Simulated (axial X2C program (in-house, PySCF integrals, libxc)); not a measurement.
TeCl⁻: from the spin-free to the two-component result

All values were computed with an in-house all-electron X2C program for linear molecules (integrals from PySCF). Spin-free means the one-electron spin-free X2C Hamiltonian; two-component (2c) means X2C with spin–orbit coupling and atomic mean-field two-electron Coulomb and Gaunt terms, so the difference of the two also holds small scalar two-electron terms. Basis: Te dyall-acv3z [12s13p9d5f1g], Cl dyall-av3z [9s8p3d2f] (cores contracted in-house); Gaussian nuclei, density fitting, unrestricted open shells. Masses: Te 129.906 u, Cl 34.969 u.

Spin-free state: M_S = 0, Λ = 0 (closed shell); fragments Te + Cl-.

```json
{"level": "PBE0", "Re (Å)": "2.438", "ωe (cm⁻¹)": "315.0", "De (eV)": "1.701", "μ (D)": "-1.35"}
{"level": "HF", "Re (Å)": "2.458", "ωe (cm⁻¹)": "308.1", "De (eV)": "0.566", "μ (D)": "-1.82"}
{"level": "MP2", "Re (Å)": "2.440", "ωe (cm⁻¹)": "322.6", "De (eV)": "1.540", "μ (D)": "n/a"}
{"level": "PBE", "Re (Å)": "2.467", "ωe (cm⁻¹)": "296.9", "De (eV)": "1.830", "μ (D)": "-1.28"}
```

Correlated methods: 14 electrons correlated (number of frozen shells: Te 4 s, 3 p, 2 d; Cl 2 s, 1 p), 276 virtual spin orbitals or spinors in MP2.

Dipoles are positive if Cl is the positive end and refer to the centre of mass.

Two-component determinant lowest at the distance of the search:

Ω = 0 (closed shell); fragments Te + Cl-.

```tsv
level	Re (Å)	ωe (cm⁻¹)	De (eV)	μ (D)
PBE0	2.457	296.2	1.505	-1.56
HF	2.480	286.5	n/a	-2.07
MP2	2.455	307.1	1.306	n/a
PBE	2.489	276.7	1.641	-1.51
```

(1) From the two tables, how do the constants change at the MP2 level (2c against spin-free)?

Occupations by symmetry block were frozen at the best pattern of an incomplete PBE0 search. Closed shells are restricted here (equal orbitals for both partners); the stretched side of such a curve lies too high. De is counted from the lowest determinant-based energies of the atoms at the same level, without counterpoise correction. De is not given where an atomic determinant may have missed its ground term or J level, or where the truncated virtual space spoils (T). The functionals have no current-density term, which raises determinants with orbital currents, atoms included. The highest occupied level of some functionals is positive through self-interaction error; at Hartree–Fock it is bound. With the outer-core shells frozen, correlated bond lengths of heavy atoms tend to come out a few hundredths of an ångström too long. Hartree–Fock gets electron affinities wrong, so its lowest charge split need not be the true one.

## Answers

(1) At the MP2 level Re rises by 0.015 Å and ωe falls by 15.5 cm⁻¹; De changes by -0.234 eV.
